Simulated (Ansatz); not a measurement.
Input and output for the cluster Rb3⁺.

```yaml
crystal:
  periodic: [false, false, false]
  atoms:
    - {symbol: Rb, position_ang: [0.351165, -1.074078, -2.492515]}
    - {symbol: Rb, position_ang: [-0.671413, 2.639405, 0.270631]}
    - {symbol: Rb, position_ang: [0.320248, -1.565327, 2.221884]}
basis:
  gaussian: {orbitals: def2-TZVP, point_charges: [{charge: 1.00, position_ang: [4.154, -0.067, -0.194]}]}
total_charge: 1
magnetization: {spin_polarized: false, initial_magnetization: 2}
hamiltonian: {xc: {name: r2SCAN}}
scf: {lower_state_search: full}
```

```sh
$ ansatz run in.yaml --threads 4 --pin off --events-out ev --progress --plain --max-ram 3916MiB
```

Output, abridged:

```
Functional definition: r2SCAN
972 factors; their error is unknown
mean field evaluation 1: about -1963.0053 eV, gradient 9.3e0 eV
mean field evaluation 2: about -1963.2646 eV, gradient 5.9e0 eV
mean field evaluation 4: about -1963.4029 eV, gradient 6.8e-2 eV
mean field evaluation 8: about -1963.3962 eV, gradient 1.4e-3 eV
mean field evaluation 16: about -1963.3962 eV, gradient 3.2e-5 eV
mean field evaluation 32: about -1962.6295 eV, gradient 1.2e0 eV
mean field evaluation 64: about -1947.9897 eV, gradient 4.3e1 eV
mean field evaluation 96: about -1915.9281 eV, gradient 8.0e1 eV
mean field evaluation 128: about -1942.7437 eV, gradient 5.8e1 eV
mean field evaluation 160: about -1789.6087 eV, gradient 1.2e2 eV
mean field evaluation 192: about -1963.4029 eV, gradient 1.2e-2 eV
mean field evaluation 224: about -1963.3962 eV, gradient 3.7e-2 eV
mean field evaluation 256: about -1963.3962 eV, gradient 1.7e-3 eV
mean field evaluation 288: about -1963.3962 eV, gradient 4.1e-5 eV
mean field -1963.39620441 eV, -72.1534796744 hartree, gradient 3.2e-5 eV, S^2 2.000000; 13 other end points of the search recorded, 0 dependent functions left out
reference -1963.39653262 eV, -72.1534917357 hartree; 14, 12 occupied and 85, 87 virtual orbitals, 972 factors
Total energy: -1963.39653262 eV, -72.1534917357 hartree
```

Run time 39 s (4 threads of Arm Neoverse V2 on a shared host).

In the def2 sets Rb takes a core potential; there is no spin–orbit coupling.

With spin_polarized false and unpaired electrons the run is restricted open-shell.
